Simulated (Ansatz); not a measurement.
Reaction (substitution at a C–C bond): `C=CC(C)CC` + `N[SiH](N)O` → `CO[SiH](N)N` + `C=CC(C)C`

Computed with Ansatz on PBE0-D4/def2-TZVP structures; ΔE is electronic, products minus reactants. CCSD(T)/CBS is the MP2 limit (def2-TZVPP, def2-QZVPP) plus CCSD(T) − MP2 in def2-TZVPP, frozen cores. Functionals use def2-TZVPP. B3LYP here is the variant with VWN-RPA as its local correlation; programs differ in this. Each species was taken in one conformer, which may not be the lowest.

(1) Is it downhill or uphill in electronic energy at CCSD(T)/CBS, and by how much? (An estimate is asked.)

(2) What do these levels give: r2SCAN-D4, B3LYP-D4, PBE, r2SCAN, PBE0, B3LYP, HF/def2-TZVPP, MP2/def2-TZVPP, SCS-MP2/def2-TZVPP, HF/CBS(def2), MP2/CBS(def2), CCSD/CBS(def2)? (Estimate.)

Largest T1 diagnostic among the species: 0.010.

Results:

(1) Computed: Uphill: ΔE = +60.0 kJ/mol.

(2) Computed: r2SCAN-D4 54.8, B3LYP-D4 50.0, PBE 54.2, r2SCAN 54.5, PBE0 55.8, B3LYP 49.7, HF/def2-TZVPP 46.7, MP2/def2-TZVPP 64.2, SCS-MP2/def2-TZVPP 58.7, HF/CBS(def2) 46.5, MP2/CBS(def2) 66.1, CCSD/CBS(def2) 59.1 kJ/mol.

In def2-TZVPP, CCSD(T) changes the Hartree–Fock value by +11.4 kJ/mol (the triples alone add +0.9 kJ/mol) and MP2 by +17.5 kJ/mol.
